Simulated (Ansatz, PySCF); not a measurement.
System: sum formula BNHCl₂, net charge 0, doublet state. It need not be the lowest isomer of its formula. SMILES: [NH]B(Cl)Cl
Structure (B3LYP-D3(BJ)/def2-TZVP (Ansatz, a first-principles code) minimum search):
```
B
N 1 1.3963
H 2 1.0139 1 126.07
Cl 1 1.7627 2 119.58 3 -92.51
Cl 1 1.7627 2 119.58 3 92.51
```
Charge 0, spin multiplicity 2.

Wanted: atomisation energy (electronic, to ground-state atoms), in kcal/mol. Correlated levels leave the core frozen unless marked. UHF or UKS for open shells. Spin-orbit coupling is left out. No relativistic terms. The coupled-cluster limit lacks core correlation, which all-electron functionals hold. CBS(X,Y): correlation extrapolated as X^-3; Hartree-Fock from the larger set.

```
level                                       program  atomisation energy (kcal/mol)
------------------------------------  -------------  -----------------------------
HF-D3(BJ)/def2-TZVPD                  PySCF + dftd3                          305.9
revPBE/def2-TZVPD                            Ansatz                              ?
HSE06/def2-TZVPD                             Ansatz                              ?
CCSD/STO-3G                                  Ansatz                          355.9
CCSD/6-31G                                   Ansatz                          302.6
CCSD/cc-pV(T+d)Z                             Ansatz                          373.5
CCSD(T)/CBS(cc-pV(T+d)Z,cc-pV(Q+d)Z)         Ansatz                          398.0
```

**Question.** What belongs in the gaps?

**Answer.** 
- revPBE/def2-TZVPD, atomisation energy (kcal/mol): 400.5
- HSE06/def2-TZVPD, atomisation energy (kcal/mol): 408.3
